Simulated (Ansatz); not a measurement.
Born–Oppenheimer molecular dynamics of C₃H₁₂BN (17 atoms, charge 0, multiplicity 1). It starts from a rough guess of a transition structure, not a stationary point.

Computed with Ansatz 0.2.0, UKS B3LYP-D4/STO-3G.

```
ensemble                      : NVE (velocity Verlet)
time step                     : 0.5 fs
steps asked                   : 100
starting velocities drawn for : 100 K
seed                          : 371913
```

First frame:

```xyz
17
Properties=species:S:1:pos:R:3
B 0.013 0.628 1.177
C 1.120 -0.786 0.708
C 0.537 -1.907 -0.155
H -1.036 0.221 1.503
H 0.597 1.372 1.870
H 0.598 0.268 -0.051
N -0.097 1.333 -0.481
C -1.380 1.249 -1.131
H 2.136 -0.540 0.386
H 1.219 -1.155 1.729
H 1.126 -2.820 -0.066
H -0.480 -2.136 0.157
H 0.512 -1.629 -1.208
H 0.302 2.257 -0.502
H -1.292 1.532 -2.186
H -2.141 1.891 -0.667
H -1.735 0.221 -1.082
```

Task: How far do the bonds stretch over the last three quarters of this one trajectory? (Pairs bonded in most of those frames.)

Result: 
```
  bond  mean (Å)  spread (Å)  shortest  longest
 B1–C2     1.613       0.068      1.48     1.69
 B1–H4     1.180       0.012      1.16     1.21
 B1–H5     1.178       0.012      1.16     1.20
 B1–N7     1.691       0.036      1.64     1.76
 C2–C3     1.576       0.064      1.47     1.65
 C2–H9     1.109       0.010      1.09     1.13
C2–H10     1.107       0.019      1.08     1.14
C3–H11     1.104       0.004      1.10     1.11
C3–H12     1.103       0.017      1.08     1.13
C3–H13     1.104       0.006      1.09     1.11
 H6–N7     1.104       0.113      0.91     1.31
 N7–C8     1.567       0.061      1.45     1.64
N7–H14     1.070       0.039      0.99     1.13
C8–H15     1.109       0.015      1.08     1.13
C8–H16     1.111       0.024      1.06     1.17
C8–H17     1.106       0.014      1.08     1.13
```

Mean temperature of the second half: 826 K. The conserved energy stayed within 1 meV per atom of its start (net change 0.021 meV per atom), so the integration is sound. The system heated up, since it started high on the potential surface and ran downhill. A run of 0.05 ps of so small a system gives no equilibrium averages. The orbitals stay closed-shell, which can raise the energy where a bond breaks towards radicals; this wasn't checked here. Limits of this set-up: minimal basis.

Run time: 16 min on 1 thread of Intel(R) Xeon(R) Processor @ 2.50GHz (Skylake/Cascade Lake), with other jobs on the host, peak memory 0.15 GiB.
